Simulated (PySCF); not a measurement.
Isomers of C5H8FN, mass 101.064 u with the commonest isotopes. Method: PBE0/def2-SVPD in PySCF (dipole) on a GFN2-xTB geometry, gas phase. One conformer each, none proved a minimum here; rigid rotors.

Problem. Order these by rotational constant B, smallest first.
A. `[F:1][CH2:2][C@H:3]1[CH:4]=[N:5][CH2:6][CH2:7]1` with F1–C2–C3–C4 177°
B. `[H]/[N:1]=[CH:2]\[C@@H:3]1[CH2:4][CH2:5][C@H:6]1[F:7]` with N1–C2–C3–C4 -25°, C2–C3–C4–C5 -132°, C3–C4–C5–C6 12°, C4–C5–C6–F7 -130°, C2–C3–C6–C5 134°
C. `[CH3:1]/[N:2]=[C:3]1/[CH2:4][CH2:5][C@@H:6]1[F:7]` with N2–C3–C4–C5 -169°, C3–C4–C5–C6 -9°, C4–C5–C6–F7 128°, N2–C3–C6–C5 169°

Solution. A (1805 MHz), B (1915 MHz), C (2376 MHz).

Problem. Order these by rotational constant A, smallest first.
A. `[F:1][CH2:2][C@H:3]1[CH:4]=[N:5][CH2:6][CH2:7]1` with F1–C2–C3–C4 177°
B. `[CH3:1]/[N:2]=[C:3]1/[CH2:4][CH2:5][C@@H:6]1[F:7]` with N2–C3–C4–C5 -169°, C3–C4–C5–C6 -9°, C4–C5–C6–F7 128°, N2–C3–C6–C5 169°
C. `[H]/[N:1]=[CH:2]\[C@@H:3]1[CH2:4][CH2:5][C@H:6]1[F:7]` with N1–C2–C3–C4 -25°, C2–C3–C4–C5 -132°, C3–C4–C5–C6 12°, C4–C5–C6–F7 -130°, C2–C3–C6–C5 134°

Solution. B (3993 MHz), C (4740 MHz), A (6022 MHz).

Problem. Order these by rotational constant C, largest first.
A. `[H]/[N:1]=[CH:2]\[C@@H:3]1[CH2:4][CH2:5][C@H:6]1[F:7]` with N1–C2–C3–C4 -25°, C2–C3–C4–C5 -132°, C3–C4–C5–C6 12°, C4–C5–C6–F7 -130°, C2–C3–C6–C5 134°
B. `[CH3:1]/[N:2]=[C:3]1/[CH2:4][CH2:5][C@@H:6]1[F:7]` with N2–C3–C4–C5 -169°, C3–C4–C5–C6 -9°, C4–C5–C6–F7 128°, N2–C3–C6–C5 169°
C. `[F:1][CH2:2][C@H:3]1[CH:4]=[N:5][CH2:6][CH2:7]1` with F1–C2–C3–C4 177°

Solution. B (1594 MHz), C (1532 MHz), A (1483 MHz).

| SMILES | point group | Ia (u·Å²) | Ib (u·Å²) | Ic (u·Å²) | κ | μa (D) | μb (D) | μc (D) |
| --- | --- | --- | --- | --- | --- | --- | --- | --- |
| C/N=C1/CC[C@@H]1F | C1 | 126.55 | 212.69 | 317.05 | -0.35 | 1.06 | 0.37 | 1.12 |
| [H]/N=C\[C@@H]1CC[C@H]1F | C1 | 106.63 | 263.95 | 340.76 | -0.73 | 1.01 | 2.04 | 0.21 |
| FC[C@H]1C=NCC1 | C1 | 83.92 | 279.96 | 329.97 | -0.88 | 0.22 | 0.05 | 0.30 |
